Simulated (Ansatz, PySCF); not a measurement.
Ansatz (a first-principles code) was given this input:
Ansatz 0.2 input:
```yaml
crystal:
  periodic: [false, false, false]
  atoms:
    - {symbol: Si, position_ang: [1.29670000, -0.12590000, 0.26840000]}
    - {symbol: Si, position_ang: [-0.95230000, 0.08030000, 0.01870000]}
    - {symbol: H, position_ang: [2.18680000, 0.95230000, -0.18370000]}
    - {symbol: H, position_ang: [1.98600000, -1.37060000, -0.07560000]}
    - {symbol: H, position_ang: [-1.63230000, -0.34810000, 1.25010000]}
    - {symbol: H, position_ang: [-1.29840000, 1.48740000, -0.20760000]}
    - {symbol: H, position_ang: [-1.58660000, -0.67540000, -1.07020000]}
basis:
  gaussian:
    orbitals: cc-pVDZ
hamiltonian:
  xc: revpbe
magnetization: {spin_polarized: true, initial_magnetization: 1}
accuracy: high
```

Question: Write the same job for PySCF.

Answer: Several could match; the one computed here: 
```python
from pyscf import gto, scf, dft

mol = gto.M(
    atom='''
Si    1.296700   -0.125900    0.268400
Si   -0.952300    0.080300    0.018700
H     2.186800    0.952300   -0.183700
H     1.986000   -1.370600   -0.075600
H    -1.632300   -0.348100    1.250100
H    -1.298400    1.487400   -0.207600
H    -1.586600   -0.675400   -1.070200
''',
    basis='cc-pvdz',
    charge=0,
    spin=1,
    verbose=3,
)

mf = dft.UKS(mol)
mf.xc = 'revpbe'
mf.grids.atom_grid = (99, 590)
mf.grids.prune = None
mf.kernel()
```

Both were run: Ansatz gave -581.797378 Eh and PySCF -581.797378 Eh, 0.000 mEh apart.
